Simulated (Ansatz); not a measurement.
`N=CC[SiH3]` → `CC=N` + `[SiH2]`  (silylene formation by 1,1-elimination)

Program: Ansatz. Geometries: PBE0-D4/def2-TZVP. ΔE: electronic, gas phase. CCSD(T)/CBS adds triple-zeta CCSD(T) − MP2 to the extrapolated MP2 energy (def2 sets, frozen cores). This one scheme is used for every species. DFT in def2-TZVPP. One conformer a species, not always the lowest.

```json
{"level": "B97M-V", "ΔE (eV)": "2.33"}
{"level": "r2SCAN", "ΔE (eV)": "2.59"}
{"level": "CCSD/def2-SVP", "ΔE (eV)": "2.17"}
{"level": "HF/CBS(def2)", "ΔE (eV)": "2.17"}
```

(1) What does CCSD(T)/CBS give? (Best estimate.)

Largest T1 diagnostic among the species: 0.014.

Results:

(1) The calculation gave: +2.40 eV. The listed levels differ from it by -0.07, 0.19, -0.23, -0.23 eV.

Leaving LDA and LC-ωPBE aside and taking each functional with its dispersion term where it has one, the values, not all of them listed here, spread over 0.37 eV, from BLYP-D4 to r2SCAN0-D4. LDA lies +0.36 eV from PBE without D4. From PBE to PBE0 (25 % exact exchange), in def2-TZVPP and without D4, ΔE moves by +0.09 eV. The D4 term adds +0.14 eV with B3LYP and +0.07 eV with PBE0; it sums over pairs of atoms, weighted by their polarisabilities, and B3LYP, whose exchange is more repulsive, gets the larger term.

B3LYP here is the variant with VWN-RPA as its local correlation; programs differ in this.
